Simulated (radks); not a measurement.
Task: All-electron atom: Nb I in [Kr] 4d2.5 5s1.5 5p1 (fractional occupations, a model configuration). Method: Dirac Kohn-Sham, PBE, spin-unpolarised, spherical densities, finite nucleus; open shells fill j = l - 1/2 first; Fermi nuclear charge, rms radius 4.324 fm; computed with a radial shooting solver on a logarithmic mesh with Libxc functionals. Some entries of the table are withheld. Estimate them.

orbital,occ.,eigenvalue (eV),<r> (bohr)
1s1/2,2,-18804.40,0.03609
2s1/2,2,-2634.421,0.1577
2p1/2,2,(1),0.1346
2p3/2,4,(2),0.1391
3s1/2,2,-443.9804,0.4430
3p1/2,2,(3),0.4386
3p3/2,4,(4),0.4491
3d3/2,4,(5),0.4309
3d5/2,6,(6),0.4344
4s1/2,2,-63.3737,1.153
4p1/2,2,-40.7536,(7)
4p3/2,4,-38.6080,(8)
4d3/2,2.5,-6.7358,1.932
4d5/2,0,-6.5451,1.953
5s1/2,1.5,-5.7829,3.411
5p1/2,1,-2.3135,4.515
5p3/2,0,-2.1761,4.637

Result: 
(1) 2p1/2 eigenvalue (eV): -2418.045
(2) 2p3/2 eigenvalue (eV): -2322.272
(3) 3p1/2 eigenvalue (eV): -362.5198
(4) 3p3/2 eigenvalue (eV): -347.0055
(5) 3d3/2 eigenvalue (eV): -203.2068
(6) 3d5/2 eigenvalue (eV): -200.3184
(7) 4p1/2 <r> (bohr): 1.268
(8) 4p3/2 <r> (bohr): 1.298
